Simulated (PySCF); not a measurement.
**Electron correlation in Kr⁺ (krypton, charge +1)**

[Ar] 3d10 4s2 4p5, 2P determinant. Calculation: PySCF 2.14, in 6-31G*; the non-relativistic Hamiltonian (point nucleus). Frozen: [Ar] 3d10; 7 electrons correlated.

MP2 pair energies summed by pair of shells (mhartree):

```
 pair  energy  share (%)
4p-4p  -64.01       69.5
4s-4p  -23.05       25.0
4s-4s   -5.04        5.5
```

Total MP2 correlation energy: -92.10 mhartree.

Same-spin part -23.55 and opposite-spin part -68.54 mhartree; SCS-MP2 scales them by 1/3 and 6/5 to -90.10 mhartree.

```tsv
level	correlation energy (mhartree)
CCSD	-106.24
(T)	-1.08
CCSD(T)	-107.32
```

Diagnostics: T1 = 0.0047, D1 = 0.0167, largest double amplitude 0.050.

Cost of the coupled-cluster step: 0.15 s of wall time on 1 thread of Neoverse-V1 (shared host), for 7 correlated electrons.
